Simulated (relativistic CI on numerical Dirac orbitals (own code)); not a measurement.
# One change at a time: V22+

Base calculation: Dirac-Coulomb-Breit CI, orbitals from a KLI potential per configuration, a model potential for QED.

Configurations in the expansion: 1s, 2s, 2p, 3s, 3p, 3d, 4s, 4p, 4d, 4f, 5s, 5p, 5d, 5f, 5g, 6s, 6p, 6d. Levels of other configurations are missing.

The lowest level and the first level of each name with at least 55 % of one term (blank where a level has no safe partner in the second run):

| Level | Base (eV) | Shift (eV) |
| --- | --- | --- |
| 1s 2S_1/2 | 0.00 | 0.00 |
| 2p 2P°_1/2 | 5430.71 | +2.59 |
| 2s 2S_1/2 | 5431.09 | +2.22 |
| 2p 2P°_3/2 | 5443.64 | +2.57 |
| 3p 2P°_1/2 | 6440.72 | +2.59 |
| 3s 2S_1/2 | 6440.83 | +2.48 |
| 3d 2D_3/2 | 6444.54 | +2.59 |
| 3p 2P°_3/2 | 6444.55 | +2.58 |
| 3d 2D_5/2 | 6445.80 | +2.59 |
| 4p 2P°_1/2 | 6793.69 | +2.59 |
| 4s 2S_1/2 | 6793.74 | +2.54 |
| 4d 2D_3/2 | 6795.30 | +2.59 |
| 4p 2P°_3/2 | 6795.31 | +2.59 |
| 4f 2F°_5/2 | 6795.83 | +2.59 |

Question: One thing was changed in a second run, which moved the levels as shown. Which?
A. QED terms removed
B. Breit term removed
C. configuration mixing switched off
D. non-relativistic limit

Answer: A. QED terms removed. QED shifts follow the density of s (and p1/2) electrons at the nucleus, so configurations move by their count of such electrons; where none moves, the smaller shifts of p3/2 electrons and of j = l + 1/2 against j = l − 1/2 set the pattern.
